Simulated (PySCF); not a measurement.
Si(H)3(Cl) anion (ClH₃Si), SMILES [SiH3]Cl (connectivity only; charge and spin as stated), charge -1, multiplicity 2. Atoms are numbered in the order given.

```xyz
5

Si    -1.1910    -0.0550     0.0000
Cl     1.2856    -0.0179     0.0000
H     -1.2682     0.8404    -1.2028
H     -2.6441    -0.6072     0.0000
H     -1.2682     0.8404     1.2028
```
Charge -1, spin multiplicity 2.

Geometry optimised at PBE0-D3(BJ)/def2-TZVPD. The spin state was assumed, not searched. The isomer is the one that the SMILES or the coordinates give; other isomers of the formula were not compared.

These are B3LYP/def2-TZVPD in PySCF values and carry that method's errors.

Mulliken values depend strongly on the basis, most of all with diffuse functions as here. ESP charges are fitted to the potential on shells at 1.4 to 2.0 van der Waals radii. Atomic charges (e):

| atom | Mulliken | ESP fit | Mulliken spin |
|---|---|---|---|
| Si1 | 0.04 | … | 0.72 |
| Cl2 | -0.66 | … | 0.17 |
| H3 | -0.13 | … | 0.01 |
| H4 | -0.13 | … | 0.10 |
| H5 | -0.13 | … | 0.01 |

Question: What belongs in the gaps? (An estimate is asked for; the answer gives what the named calculation found.)

Answer: 
- Si1, ESP fit: 0.06
- Cl2, ESP fit: -0.62
- H3, ESP fit: -0.09
- H4, ESP fit: -0.25
- H5, ESP fit: -0.09
